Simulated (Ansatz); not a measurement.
Z-matrix (Å, degrees):
```
C
Si 1 1.855
H 1 1.092 2 110.1
H 1 1.092 2 110.6 3 -120.0
H 1 1.092 2 110.2 3 120.3
S 2 2.127 1 112.6 3 58.6
Cl 2 2.062 1 107.8 3 -178.0
H 2 1.480 1 113.1 3 -59.4
H 6 1.344 2 94.4 1 51.7
```

The species carries charge 0 and has multiplicity 1.

(1) List the PBE0/def2-TZVPP orbital energies in eV (Ansatz). (Best estimate.)

Results:

(1) Computed: Occupied: -2767.26, -2422.51, -1803.96, -278.23, -259.12, -217.88, -197.39, -197.27, -197.26, -161.71, -161.63, -161.52, -146.13, -100.84, -100.80, -100.74, -23.10, -20.80, -19.95, -14.53, -12.28, -12.03, -11.63, -10.69, -10.36, -9.96, -8.93, -8.80, -7.71. Lowest empty: 0.24, 0.62, 0.98, 1.01, 1.81, 2.50, 2.59, 3.07.
